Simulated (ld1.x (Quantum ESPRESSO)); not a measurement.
## Before and after: TM potential for cadmium

- Element: Cd (Z = 48)
- Generator: ld1.x (Quantum ESPRESSO) 7.5
- Type: norm-conserving Troullier–Martins (Kleinman–Bylander form)
- Functional: LDA (PZ)
- Relativity: scalar-relativistic
- Frozen core: [Kr]
- Valence charge: 12
- Reference configuration: 4d10 5s0.5 5p0 (charge +1.5)
- Partial waves: 5s (bound): rc 1.85 bohr; 5p (bound, empty): rc 2.25 bohr; 4d (bound): rc 1.65 bohr
- Local potential: the d channel
- Core correction: Bessel-smoothed model core inside 0.85 bohr

All-electron outer shells of the reference configuration (LDA (PZ), scalar-relativistic, ld1.x):

| shell | level (eV) | outermost node (bohr) | outermost maximum (bohr) |
| --- | --- | --- | --- |
| 4p | -80.84 | 0.43 | 0.84 |
| 4d | -25.61 | 0.42 | 0.98 |
| 5s | -17.51 | 1.06 | 2.18 |
| 5p | -11.13 | 1.18 | 2.66 |

Change: wave 5p (bound): rc 2.25 bohr becomes 5p (bound): rc 3.42 bohr.

Cutoffs: the cutoffs (Ry, on a coarse ladder) from which the occupation-weighted sum of valence levels, in a spherical-Bessel basis at the reference potential, stays within 10 and 1 mRy of its value at 400 Ry; they do not see the model core or the augmentation charge, which bear on the density cutoff. Errors are all-electron minus pseudo energies relative to the spin-unpolarised reference configuration.

Problem. Predict the effect on cutoff, ghosts and configuration errors.

Solution. The potential gets neither clearly harder nor softer (70 Ry and 110 Ry → 70 Ry and 110 Ry); both files keep a bound ghost (p, s); of the 9 tests that both files solve, the error grows in 2 and shrinks in 0 by more than 15 % and 0.3 meV (median size 3.1 → 4.5 meV).

| quantity | base | changed |
| --- | --- | --- |
| cutoff, loose | 70 Ry | 70 Ry |
| cutoff, tight | 110 Ry | 110 Ry |
| bound ghosts | s, p | s, p |
| error for 4d10 5s2 5p0, meV [ΔE -17.36 eV] | -5.2 | -5.2 |
| error for 4d10 5s1 5p0, meV [ΔE -7.73 eV] | -0.2 | -0.2 |
| error for 4d10 5s0 5p0, meV [ΔE 9.79 eV] | -4.4 | -4.4 |
| error for 4d9 5s2 5p1, meV [ΔE -4.77 eV] | -175 | -168 |
| error for 4d10 5s1 5p1, meV [ΔE -12.57 eV] | -3.1 | -6.1 |
| error for 4d10 5s0 5p2, meV [ΔE -7.45 eV] | -2.4 | -4.5 |
| error for 4d9 5s0 5p0, meV [ΔE 48.04 eV] | -98 | -98 |
| error for 4d10 5s0.5 5p0 (spin-polarised), meV [ΔE -0.05 eV] | 0.0 | 0.0 |
| error for 4d10 5s1 5p0 (spin-polarised), meV [ΔE -7.92 eV] | +0.1 | +0.1 |

Changed file: These tests converged, but a pseudo level misses the all-electron one widely, so the file describes the atom poorly there or has found another state: 4d9 5s0 5p0: empty 5p by 3.7 eV (a node warning on the way). A true bound ghost makes a file unfit for plane-wave use even where its test errors are small: the radial tests pick states by their node count and pass the ghost by.
